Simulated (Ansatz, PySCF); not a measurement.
System: bromo(trifluoro)silane, sum formula SiBrF₃, charge 0, multiplicity 1. 
Structure (B3LYP-D3(BJ)/def2-TZVP (Ansatz, a program for electronic structure) minimum search):
```xyz
5

Si    -0.8040     0.0066    -0.0465
F     -1.3319     1.4683    -0.2906
F     -1.4396    -0.5327     1.2877
F     -1.2970    -0.9021    -1.2322
Br     1.3678    -0.0113     0.0790
```

Dipole moments at this geometry, in debye (magnitudes).

```
level                 program  dipole (D)
--------------------  -------  ----------
SVWN5/def2-TZVPD       Ansatz        0.83
PBE/def2-TZVPD         Ansatz        0.79
revPBE/def2-TZVPD      Ansatz        0.75
r2SCAN/def2-TZVPD      Ansatz        0.75
PBE0/def2-TZVPD        Ansatz        0.83
TPSSh/def2-TZVPD        PySCF        0.76
r2SCANh/def2-TZVPD     Ansatz        0.78
r2SCAN0/def2-TZVPD     Ansatz        0.81
M06-2X/def2-TZVPD       PySCF           …
CAM-B3LYP/def2-TZVPD   Ansatz        0.84
wB97M-V/def2-TZVPD     Ansatz        0.79
wB97X-V/def2-TZVPD     Ansatz        0.78
CCSD(T)/def2-SVPD      Ansatz           …
```

**Question.** Some entries are withheld; supply them.

**Answer.** 
- M06-2X/def2-TZVPD, dipole (D): 0.84
- CCSD(T)/def2-SVPD, dipole (D): 0.89
